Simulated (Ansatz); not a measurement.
Job for Ansatz (a quantum-chemistry and plane-wave program): R-wB97X-V/def2-TZVPPD on C2H5Cl (a complex), monomers drawn apart or pushed together. Files ending in .json are basis or fitting sets from the Basis Set Exchange.

Ansatz 0.2 input:
```yaml
crystal:
  periodic: [false, false, false]
  atoms:
    - {symbol: Cl, position_ang: [0.30878794, -0.48083887, 0.00354407]}
    - {symbol: H, position_ang: [0.19250176, -0.28751925, 1.27725835]}
    - {symbol: C, position_ang: [-0.68064545, 0.50649899, 4.40771151]}
    - {symbol: C, position_ang: [0.47580885, -0.11336037, 4.60863817]}
    - {symbol: H, position_ang: [-1.62103856, -0.03117464, 4.40158760]}
    - {symbol: H, position_ang: [-0.73220054, 1.57632136, 4.24548741]}
    - {symbol: H, position_ang: [1.41583364, 0.42491161, 4.61856404]}
    - {symbol: H, position_ang: [0.52703768, -1.18255671, 4.77484979]}
basis:
  gaussian:
    orbitals: def2-TZVPPD.json
hamiltonian:
  xc: {name: wB97X-V}
scf: {lower_state_search: off}
```

The head of its log:

```
WARN ansatz: RAYON_NUM_THREADS=2 ignored (pool sized by the plan → 2); use --threads N
Functional definition: wB97X-V
these checks for a lower state are left out or cut short: stability, starts, cluster_reference, orbital_swaps, neighbouring_geometries, increment
integrals: 0.13 GiB planned
970 factors; their error is unknown
integrals: 0.17 GiB planned
282 factors; integrals over basis functions are off by at most 5.1e-5 eV
mean field: 1.16 GiB planned
mean field evaluation 1: about -14673.7942 eV, gradient 3.2e1 eV
mean field evaluation 2: about -14675.3145 eV, gradient 2.1e1 eV
```

Problem. Give the final energy of this run.

Solution. -539.3427 hartree.
